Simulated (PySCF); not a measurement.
## Working with the constants of AsH⁺

UHF-CCSD(T) constants of AsH⁺, ²Π (doublet), unpaired electrons π ↑ (As aug-pcseg-1, H aug-pcseg-1; no relativity (PySCF 2.14); masses 74.9216 and 1.0078 u):

```
ωe              : 2164.9 cm⁻¹
ωexe            : 38.0 cm⁻¹
Be              : 7.1927 cm⁻¹
αe              : 0.200 cm⁻¹
D (centrifugal) : 0.000318 cm⁻¹
De to As⁺ + H   : 2.89 eV
```

(1) Give the vibrational terms G(v) and spacings up to v = 6.

(2) How well does the Morse estimate ωe²/(4ωexe) reproduce De, and what is D0?

Correlated steps freeze 9 core orbitals. Correlated levels converge slowly with the basis: in double zeta they bind strong bonds too weakly, by up to about 1 eV, and carry superposition errors of some tenths. Spin–orbit coupling is left out. For an ion De counts to the pair picked by the measured ionisation energies or electron affinities, which need not be the lowest pair at this level. The state was picked by a PBE0 search and need not be the measured ground state.

Results:

(1) G(v) = ωe(v+½) − ωexe(v+½)².

```json
{"v": "0", "G(v) (cm⁻¹)": "1073", "G(v) − G(v−1)": "", "Bv (cm⁻¹)": "7.093"}
{"v": "1", "G(v) (cm⁻¹)": "3162", "G(v) − G(v−1)": "2089", "Bv (cm⁻¹)": "6.893"}
{"v": "2", "G(v) (cm⁻¹)": "5175", "G(v) − G(v−1)": "2013", "Bv (cm⁻¹)": "6.693"}
{"v": "3", "G(v) (cm⁻¹)": "7112", "G(v) − G(v−1)": "1937", "Bv (cm⁻¹)": "6.493"}
{"v": "4", "G(v) (cm⁻¹)": "8973", "G(v) − G(v−1)": "1861", "Bv (cm⁻¹)": "6.293"}
{"v": "5", "G(v) (cm⁻¹)": "10757", "G(v) − G(v−1)": "1785", "Bv (cm⁻¹)": "6.093"}
{"v": "6", "G(v) (cm⁻¹)": "12466", "G(v) − G(v−1)": "1709", "Bv (cm⁻¹)": "5.893"}
```

(2) It gives 3.82 eV, 132 % of the computed De. D0 = De − G(0) = 2.89 − 0.13 = 2.76 eV.
